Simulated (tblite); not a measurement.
C5H4N4.
Bonds: C1–C2, C2–N3 (aromatic), N3–N4 (aromatic), N4–C5 (aromatic), C5–C6 (aromatic), C6–C7, C7–N8 (triple), C6–N9 (aromatic), C2–N9 (aromatic). Hydrogens: H10, H11, H12 on C1; H13 on C5.

The geometry is computed with GFN2-xTB (gas phase).

Problem. List the bond lengths and angles at this level.

Solution. 
| bond | length (Å) | order |
| --- | --- | --- |
| C1–C2 | 1.484 | single |
| C2–N3 | 1.328 | aromatic |
| N3–N4 | 1.298 | aromatic |
| N4–C5 | 1.317 | aromatic |
| C5–C6 | 1.407 | aromatic |
| C6–C7 | 1.422 | single |
| C7≡N8 | 1.145 | triple |
| C6–N9 | 1.324 | aromatic |
| C2–N9 | 1.334 | aromatic |
| C1–H10, C1–H11, C1–H12 | 1.087 | single |
| C5–H13 | 1.079 | single |

Bonds in one row agree within 0.01 Å and their mean is given. Orders are formal, as drawn. A selection of angles:
| angle | degrees |
| --- | --- |
| C1–C2–N3 | 117.9 |
| C1–C2–N9 | 117.9 |
| N3–C2–N9 | 124.2 |
| C2–N3–N4 | 119.8 |
| N3–N4–C5 | 120.0 |
| N4–C5–C6 | 119.8 |
| C5–C6–C7 | 120.5 |
| C5–C6–N9 | 119.9 |
| C7–C6–N9 | 119.6 |
| C6–C7–N8 | 176.8 |
| C2–N9–C6 | 116.3 |

The 6-membered ring C2–N3–N4–C5–C6–N9 has internal angles of 116.3° to 124.2° (sum 720°, against 720° for a flat polygon); it is planar, 0.00 Å rms from its mean plane, widest ring torsion 1°. The 3 C–C bonds span 1.407 Å (C5–C6, aromatic) to 1.484 Å (C1–C2, drawn single), a spread of 0.077 Å. The C–N distances run from 1.145 Å (C7≡N8, drawn triple) to 1.334 Å (C2–N9, aromatic), a spread of 0.189 Å. The 9 heavy atoms lie in one plane (0.005 Å rms).

Point group: near Cs, missed by 0.36 Å at most; the miss may be what the optimiser left on a soft mode. GFN2-xTB frequencies show an imaginary mode (22i cm⁻¹), so the point is no minimum at that level.
